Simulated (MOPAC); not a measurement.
Input file for MOPAC: PM6 on CH7AsSi (SMILES C[SiH2][AsH2]), a point of a torsion scan.

```
PM6 1SCF PRECISE CHARGE=0 THREADS=1
CH7AsSi

C     -1.25552667 1     0.66305895 1     0.09607817 1
Si    -0.08011892 1    -0.82586698 1    -0.05584466 1
As     2.10875541 1    -0.00250619 1    -0.03604612 1
H     -2.29704682 1     0.35944037 1     0.07828401 1
H     -1.10016144 1     1.36270409 1    -0.72238433 1
H     -1.08405200 1     1.20261722 1     1.02511181 1
H     -0.39410338 1    -1.52805667 1    -1.31259027 1
H     -0.38167425 1    -1.76934343 1     1.03421740 1
H      2.60573995 1    -1.12862082 1    -0.89309884 1
H      2.47726709 1    -0.79343109 1     1.18412712 1
```

The log:

```
*******************************************************************************
 **                                                                           **
 **                              MOPAC v23.2.5                                **
 **                                                                           **
 *******************************************************************************
 ** MOPAC's Digital Object Identifier: https://doi.org/10.5281/zenodo.6511958 **
 **                                                                           **
 ** Please cite the open-source release paper for use of this MOPAC version:  **
 ** J. E. Moussa and J. J. P. Stewart (2026)                                  **
 ** MOPAC: An open-source semiempirical molecular orbital program             **
 ** J. Open Source Softw., 11(119), 8025, https://doi.org/10.21105/joss.08025 **
 *******************************************************************************

                              PM6 CALCULATION RESULTS

 *******************************************************************************
 *  PM6        - The PM6 Hamiltonian to be used
 *
 *
 *
 *                 CHARGE ON SYSTEM = 0
 *
 *
 *
 *  PRECISE    - TIGHTER CRITERIA TO BE USED
 *  1SCF       - DO 1 SCF AND THEN STOP
 *  THREADS=1  - MULTI-THREADING NOT USED
 *  T=         - A TIME OF 172800.0 SECONDS REQUESTED
 *  DUMP=N     - RESTART FILE WRITTEN EVERY 7200.0 SECONDS REQUESTED
 *******************************************************************************
PM6 1SCF PRECISE CHARGE=0 THREADS=1
 CH7AsSi

   ATOM   CHEMICAL          X               Y               Z
  NUMBER   SYMBOL      (ANGSTROMS)     (ANGSTROMS)     (ANGSTROMS)

     1       C         -1.25552667  *   0.66305895  *   0.09607817  *
     2      Si         -0.08011892  *  -0.82586698  *  -0.05584466  *
     3      As          2.10875541  *  -0.00250619  *  -0.03604612  *
     4       H         -2.29704682  *   0.35944037  *   0.07828401  *
     5       H         -1.10016144  *   1.36270409  *  -0.72238433  *
     6       H         -1.08405200  *   1.20261722  *   1.02511181  *
     7       H         -0.39410338  *  -1.52805667  *  -1.31259027  *
     8       H         -0.38167425  *  -1.76934343  *   1.03421740  *
     9       H          2.60573995  *  -1.12862082  *  -0.89309884  *
    10       H          2.47726709  *  -0.79343109  *   1.18412712  *



          CARTESIAN COORDINATES

    NO.       ATOM           X           Y           Z

     1         C         -1.2555      0.6631      0.0961
     2        Si         -0.0801     -0.8259     -0.0558
     3        As          2.1088     -0.0025     -0.0360
     4         H         -2.2970      0.3594      0.0783
     5         H         -1.1002      1.3627     -0.7224
     6         H         -1.0841      1.2026      1.0251
     7         H         -0.3941     -1.5281     -1.3126
     8         H         -0.3817     -1.7693      1.0342
     9         H          2.6057     -1.1286     -0.8931
    10         H          2.4773     -0.7934      1.1841

 General Reference for PM6:
 "Optimization of Parameters for Semiempirical Methods V: Modification of NDDO Approximations
 and Application to 70 Elements", J. J. P. Stewart, J. Mol. Mod., 13, 1173-1213 (2007)
 URL: https://link.springer.com/article/10.1007/s00894-007-0233-4

           Empirical Formula: C H7 Si As  =    10 atoms



      MOLECULAR POINT GROUP   :   C1


      RHF CALCULATION, NO. OF DOUBLY OCCUPIED LEVELS = 10


 -------------------------------------------------------------------------------
 PM6 1SCF PRECISE CHARGE=0 THREADS=1
 CH7AsSi



     1SCF WAS SPECIFIED, SO BFGS WAS NOT USED
     SCF FIELD WAS ACHIEVED


                              PM6 CALCULATION
                                                       MOPAC v23.2.5 Linux




          FINAL HEAT OF FORMATION =         -9.29501 KCAL/MOL =     -38.89032 KJ/MOL


          COSMO AREA              =        124.47 SQUARE ANGSTROMS
          COSMO VOLUME            =        115.71 CUBIC ANGSTROMS

          IONIZATION POTENTIAL    =          8.893800 EV
          HOMO LUMO ENERGIES (EV) =         -8.894  0.425
          NO. OF FILLED LEVELS    =         10
          MOLECULAR WEIGHT        =        122.0734         POINT GROUP:  C1

          MOLECULAR DIMENSIONS (Angstroms)

            Atom       Atom       Distance
            H     9    H     4     5.21490
            H     8    H     5     3.44514
            H    10    H     7     3.27008


          SCF CALCULATIONS        =          1





   ATOM   CHEMICAL          X               Y               Z
  NUMBER   SYMBOL      (ANGSTROMS)     (ANGSTROMS)     (ANGSTROMS)

     1       C         -1.25552667  *   0.66305895  *   0.09607817  *
     2      Si         -0.08011892  *  -0.82586698  *  -0.05584466  *
     3      As          2.10875541  *  -0.00250619  *  -0.03604612  *
     4       H         -2.29704682  *   0.35944037  *   0.07828401  *
     5       H         -1.10016144  *   1.36270409  *  -0.72238433  *
     6       H         -1.08405200  *   1.20261722  *   1.02511181  *
     7       H         -0.39410338  *  -1.52805667  *  -1.31259027  *
     8       H         -0.38167425  *  -1.76934343  *   1.03421740  *
     9       H          2.60573995  *  -1.12862082  *  -0.89309884  *
    10       H          2.47726709  *  -0.79343109  *   1.18412712  *

                             CARTESIAN COORDINATES

   1    C       -1.255526670     0.663058950     0.096078170
   2   Si       -0.080118920    -0.825866980    -0.055844660
   3   As        2.108755410    -0.002506190    -0.036046120
   4    H       -2.297046820     0.359440370     0.078284010
   5    H       -1.100161440     1.362704090    -0.722384330
   6    H       -1.084052000     1.202617220     1.025111810
   7    H       -0.394103380    -1.528056670    -1.312590270
   8    H       -0.381674250    -1.769343430     1.034217400
   9    H        2.605739950    -1.128620820    -0.893098840
  10    H        2.477267090    -0.793431090     1.184127120


           Empirical Formula: C H7 Si As  =    10 atoms



      MOLECULAR POINT GROUP   :   C1


                  EIGENVALUES
 -24.82489 -18.89197 -16.73399 -13.94638 -13.83271 -12.62514 -11.43086 -10.88918
 -10.38513  -8.89380   0.42510   0.79978   1.02407   1.90065   2.00851   2.07586
   3.51985   3.57169   3.80832   4.62826   4.79541   6.10236   6.14372   7.35808
  54.61224  54.68324  54.75971  54.76652  54.83679


              NET ATOMIC CHARGES AND DIPOLE CONTRIBUTIONS

  ATOM NO.   TYPE          CHARGE      No. of ELECS.   s-Pop       p-Pop       d-Pop
    1          C          -0.807013        4.8070     1.08209     3.72493
    2         Si           0.132369        3.8676     1.23572     2.07282     0.55909
    3         As           0.140574        4.8594     1.72206     3.12970     0.00767
    4          H           0.192882        0.8071     0.80712
    5          H           0.192381        0.8076     0.80762
    6          H           0.190813        0.8092     0.80919
    7          H          -0.007356        1.0074     1.00736
    8          H          -0.008332        1.0083     1.00833
    9          H          -0.013201        1.0132     1.01320
   10          H          -0.013116        1.0131     1.01312
 DIPOLE           X         Y         Z       TOTAL
 POINT-CHG.     1.809    -0.156    -0.101     1.819
 HYBRID        -1.203    -0.174     0.305     1.253
 SUM            0.606    -0.330     0.204     0.720


          ATOMIC ORBITAL ELECTRON POPULATIONS

     Atom    s        px        py        pz      x^2-y^2     xz        z^2       yz        xy
    1  C   1.08209   1.24979   1.27719   1.19795
    2 Si   1.23572   0.70185   0.63393   0.73703   0.10008   0.03506   0.10218   0.20205   0.11972
    3 As   1.72206   1.00766   1.14957   0.97247   0.00128   0.00047   0.00091   0.00362   0.00138
    4  H   0.80712
    5  H   0.80762
    6  H   0.80919
    7  H   1.00736
    8  H   1.00833
    9  H   1.01320
   10  H   1.01312

 **********************
 *                    *
 * JOB ENDED NORMALLY *
 *                    *
 **********************




 == MOPAC DONE ==
```

The run finished.

Cost: very roughly 0.03 core-seconds.
